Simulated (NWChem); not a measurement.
Molecule: C2H6BFO; SMILES CB(F)CO

```xyz
11

C      1.5277    -0.6953     0.0001
B     -0.0313    -0.5789     0.0002
F     -0.7962    -1.6809    -0.0005
C     -0.8172     0.7929     0.0007
O      0.0872     1.8955    -0.0007
H      1.9391    -0.1635    -0.8686
H      1.9395    -0.1702     0.8727
H      1.8934    -1.7267    -0.0038
H     -1.4906     0.8100    -0.8770
H     -1.4881     0.8103     0.8805
H     -0.4319     2.7133    -0.0003
```
Atoms are numbered in this order, from 1.

Program: NWChem. Medium grid unless said otherwise, to which SCAN and Minnesota functionals are sensitive. Structure relaxed at the B3LYP/6-31G* (spherical d) level.

Problem. What does the run give for r2SCAN/def2-TZVP? Quantities: highest occupied level (eV); orbital gap (eV); dipole (D).

Solution. 
```json
{
 "highest occupied level (eV)": "-6.71",
 "orbital gap (eV)": "6.08",
 "dipole (D)": "1.53"
}
```
